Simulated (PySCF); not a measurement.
**Finite-field polarisability of F (fluorine, neutral)**

[He] 2s2 2p5, 2P determinant. All numbers are calculated (PySCF 2.14, the spin-free X2C one-electron Hamiltonian (Gaussian nucleus), in dyall-acv3z (15s9p4d2f, 76 functions)). Frozen: 1s2. Energy changes in a uniform field (μhartree):

```
axis  F (au)        HF       MP2      CCSD   CCSD(T)
   x  0.0083   -99.539  -107.181  -106.432  -107.450
   x  0.0166  -398.218  -428.811  -425.816  -429.895
   y   0.008  -101.170  -112.179  -111.235  -112.885
   y   0.016  -404.881  -448.997  -445.213  -451.834
```

By symmetry the remaining axis equals y.

Derive α along x at CCSD(T) from the two fields.

With ΔE = −αF²/2 − γF⁴/24, α = −(16 ΔE(F) − ΔE(2F))/(6F²) = 3.119 bohr³.

And the mean polarisability at each level?

The components xx, yy, zz at CCSD(T) are 3.119, 3.527, 3.527, the third axis being equal by symmetry to one of the two computed. Means: HF 3.071, MP2 3.374, CCSD 3.347, CCSD(T) 3.391 bohr³. Reference: 3.74 ± 0.08 bohr³ (recommended; Schwerdtfeger and Nagle, table of static dipole polarizabilities (2023 update)).

CCSD(T) lies more than 5 % below the reference, which points to too few diffuse and polarisation functions.
